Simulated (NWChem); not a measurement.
BeHSF; SMILES [SH][Be][F]

```xyz
4

Be     0.0011    -0.6276     0.0000
F     -0.0627    -2.0023     0.0000
S      0.1291     1.2782     0.0000
H     -1.2136     1.4497     0.0000
```
Atoms are numbered in this order, from 1.

Program: NWChem. Geometry: optimised at B3LYP/6-31G* (spherical d). Level: PBE0/aug-cc-pVDZ; the question gives the wavelength of the field.

Problem. Estimate the computed values for field 589 nm. Quantities: isotropic polarisability (bohr³); anisotropy (bohr³).

Solution. 
```yaml
isotropic polarisability (bohr³): 36.7
anisotropy (bohr³): 10.7
```
